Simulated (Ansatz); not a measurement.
A made-up structure of InBNH$_{3}$, singlet:

B1  (-0.976, -1.514, -0.561)
N2  (-0.330, -0.511, -0.190)
In3  (0.714, 1.108, 0.410)
H4  (-1.582, -2.457, -0.909)
H5  (1.402, 2.033, -0.855)
H6  (-1.393, -1.626, 0.505)
(Å)

It is relaxed with PBE-D4/def2-SVP and then PBE0-D4/def2-TZVP (Ansatz 0.2.0). Atoms count as bonded within 1.22 times the sum of their covalent radii (H–H: 0.88 Å). The end point is not checked to be a true minimum.

Does its bonding change? (A judgement: the text doesn't fix the answer.)

By the calculation: No: no bond forms or breaks.

Where it ends: The first stage lowers the energy by 2.29 eV in 14 steps. It ends as InBNH₃ ([BH2][N][InH]):
| atom | x (Å) | y (Å) | z (Å) |
| --- | --- | --- | --- |
| B1 | -1.1103 | -1.5693 | -0.2245 |
| N2 | -0.3276 | -0.5902 | -0.8129 |
| In3 | 0.6209 | 0.9406 | -0.2197 |
| H4 | -1.5570 | -2.4133 | -0.9698 |
| H5 | 1.5889 | 2.3160 | -0.3220 |
| H6 | -1.3803 | -1.6502 | 0.9497 |

Labels in which every atom is bracketed show which atoms are joined, not bond orders.

For scale, one of the runs: PBE0-D4/def2-TZVP relaxation, 130 basis functions, launched by `ansatz run in.yaml --threads 2 --pin off --events-out ev --progress --plain --max-ram 4352MiB`. The run took about 29 s on 2 CPU threads of an Arm Neoverse V1 (shared host).
